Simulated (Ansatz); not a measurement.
Reaction (formal exchange of groups at a Ge–Si bond): `[SiH3][SiH2][SiH2][GeH2][SiH2][SiH3]` + `[SiH3][GeH3]` → `[SiH3][SiH2][GeH2][SiH2][GeH3]` + `[SiH3][SiH2][SiH3]`

Program: Ansatz. Geometries: PBE0-D4/def2-TZVP. ΔE: electronic, gas phase. CCSD(T)/CBS is the MP2 limit (def2-TZVPP, def2-QZVPP) plus CCSD(T) − MP2 in def2-TZVPP, frozen cores. DFT in def2-TZVPP. For Ge outer-core shells are correlated without core-valence functions, which leaves a few kJ/mol of doubt a bond. Scalar relativity is left out up to krypton. One conformer a species, not always the lowest.

| level | ΔE (kJ/mol) |
| --- | --- |
| CAM-B3LYP-D4 | 3.2 |
| BLYP | -4.8 |
| HF/def2-SVP | -3.8 |
| MP2/CBS(def2) | 2.8 |

What does CCSD(T)/CBS give? (Estimate.)

Ansatz gave: +2.7 kJ/mol. The listed levels differ from it by 0.5, -7.5, -6.5, 0.1 kJ/mol.

Largest T1 diagnostic among the species: 0.013.

The D4 term adds +7.5 kJ/mol with B3LYP and +4.7 kJ/mol with PBE0; it sums over pairs of atoms, weighted by their polarisabilities, and B3LYP, whose exchange is more repulsive, gets the larger term. In def2-TZVPP, CCSD(T) changes the Hartree–Fock value by +7.2 kJ/mol (the triples alone add +1.3 kJ/mol) and MP2 by +7.2 kJ/mol.

B3LYP here is the variant with VWN-RPA as its local correlation; programs differ in this.
